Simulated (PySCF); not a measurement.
**Krypton: a sound run and one with changed settings**

Sound run: Kr⁺ [Ar] 3d10 4s2 4p5, Kr²⁺ [Ar] 3d10 4s2 4p4. Calculation: PySCF 2.14, in aug-cc-pVDZ-DK (6s5p3d, 36 functions); the spin-free X2C one-electron Hamiltonian (Gaussian nucleus). In the sound run the correlated levels freeze [Ar] 3d10. The sound run starts from symmetry-adapted Hartree-Fock orbitals and uses a fine grid where one is needed.

Changed run: no relativity, point nucleus. This setting is unsound on purpose.

```csv
species,method,sound run (hartree),changed run (hartree),converged
Kr⁺,UHF,-2787.57027,-2728.32279,yes
Kr⁺,B3LYP,-2789.42341,-2730.18201,yes
Kr⁺,LDA,-2785.49275,-2726.25619,yes
Kr⁺,MP2,-2787.66800,-2728.42180,yes
Kr⁺,CCSD(T),-2787.68371,-2728.43820,yes
Kr²⁺,UHF,-2786.71490,-2727.46753,yes
Kr²⁺,B3LYP,-2788.52298,-2729.28178,yes
Kr²⁺,LDA,-2784.58668,-2725.35007,yes
Kr²⁺,MP2,-2786.79016,-2727.54414,yes
Kr²⁺,CCSD(T),-2786.80648,-2727.56138,yes
```

Ionisation energy of Kr⁺:

| method | sound run (eV) | changed run (eV) |
| --- | --- | --- |
| UHF | 23.276 | 23.273 |
| B3LYP | 24.502 | 24.497 |
| LDA | 24.655 | 24.657 |
| MP2 | 23.887 | 23.882 |
| SCS-MP2 | 23.861 | 23.856 |
| CCSD | 23.860 | 23.849 |
| CCSD(T) | 23.871 | 23.859 |

Most of the change in total energy is the relativistic energy itself. On top of that the contraction fixes the core shape for the Hamiltonian it was made with, so the changed run is not a good calculation with the other Hamiltonian either.

For comparison, NIST gives 24.360 eV between the lowest levels.
